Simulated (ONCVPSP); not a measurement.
Reading a pseudo-wave (aluminium (Al))

Columns: radius, all-electron u(r) and pseudo u(r) of the 3p shell (level -2.71 eV) of aluminium in the configuration [Ne] 3s2 3p1; PBE, scalar-relativistic, ONCV scheme, ONCVPSP 4.0.1.

| r (bohr) | all-electron | pseudo |
| --- | --- | --- |
| 0.120 | -0.0934 | 0.0033 |
| 0.240 | -0.1868 | 0.0132 |
| 0.360 | -0.2142 | 0.0292 |
| 0.480 | -0.1891 | 0.0511 |
| 0.600 | -0.1332 | 0.0784 |
| 0.720 | -0.0620 | 0.1106 |
| 0.840 | 0.0144 | 0.1468 |
| 0.960 | 0.0901 | 0.1863 |
| 1.080 | 0.1619 | 0.2278 |
| 1.200 | 0.2279 | 0.2702 |
| 1.320 | 0.2873 | 0.3124 |
| 1.440 | 0.3401 | 0.3535 |
| 1.560 | 0.3865 | 0.3925 |
| 1.680 | 0.4268 | 0.4287 |
| 1.800 | 0.4611 | 0.4612 |
| 1.920 | 0.4895 | 0.4891 |
| 2.040 | 0.5123 | 0.5121 |
| 2.160 | 0.5300 | 0.5299 |
| 2.280 | 0.5430 | 0.5430 |
| 2.400 | 0.5517 | 0.5517 |
| 2.520 | 0.5566 | 0.5566 |
| 2.640 | 0.5581 | 0.5581 |
| 2.760 | 0.5567 | 0.5567 |
| 2.880 | 0.5527 | 0.5527 |
| 3.000 | 0.5465 | 0.5465 |
| 3.120 | 0.5384 | 0.5384 |

Problem. How many radial nodes do the two functions have?

Solution. The all-electron 3p function has n − l − 1 = 1; the pseudo-wave has 0, since the states of the same l below it are removed with the core.

Problem. At about which radius was the pseudo-wave matched?

Solution. 2.40 bohr. The columns agree to 0.0005 from 1.80 bohr on; several derivatives are matched, so the curves merge somewhat inside the radius.

Problem. Is the pseudo-wave norm-conserving?

Solution. Yes: the ONCV scheme keeps the norm inside the radius equal to the all-electron one, which fixes the energy derivative of the logarithmic derivative at the level.
